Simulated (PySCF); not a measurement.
Si(Br)2(Me)(NH2) (CH₅Br₂NSi), SMILES C[Si](N)(Br)Br.

Geometry optimised at PBE0-D3(BJ)/def2-SVP. The geometry has at least one imaginary mode, so it is a saddle point at that level. The structure was generated by enumeration, and PubChem lists no compound with its InChIKey, so it may never have been made. Other conformers were not sampled.

Two levels are set side by side: TDDFT-PBE/def2-SVPD (PySCF) and TDDFT-CAM-B3LYP/def2-SVPD (PySCF). Vertical, same geometry. The lowest singlet is HOMO→LUMO 97 % with PBE and HOMO→LUMO 66 % with the other functional; states are paired by order. Differences are taken from unrounded values.

| quantity | TDDFT-PBE |
|---|---|
| lowest singlet excitation (eV) | 5.74 |
| lowest triplet excitation (TDA) (eV) | 5.41 |
| first bright state (f over 0.05) (eV) | 6.28 |
| its oscillator strength | 0.09 |

Q: These are the TDDFT-PBE values. What does TDDFT-CAM-B3LYP give? (Estimate from the structure and the level; the computed values follow.)

A: 
```json
[
 {"quantity": "lowest singlet excitation (eV)", "TDDFT-CAM-B3LYP": "6.95", "TDDFT-PBE minus TDDFT-CAM-B3LYP": "-1.21"},
 {"quantity": "lowest triplet excitation (TDA) (eV)", "TDDFT-CAM-B3LYP": "6.45", "TDDFT-PBE minus TDDFT-CAM-B3LYP": "-1.04"},
 {"quantity": "first bright state (f over 0.05) (eV)", "TDDFT-CAM-B3LYP": "6.95", "TDDFT-PBE minus TDDFT-CAM-B3LYP": "-0.68"},
 {"quantity": "its oscillator strength", "TDDFT-CAM-B3LYP": "0.05", "TDDFT-PBE minus TDDFT-CAM-B3LYP": "0.03"}
]
```

Functionals without exact exchange tend to place singlet excitations lower, as here. Differences between two approximate levels are no errors against the true value.

Rough cost on one machine, each run with all the roots and properties that it gave: TDDFT-CAM-B3LYP against TDDFT-PBE about 9 times.
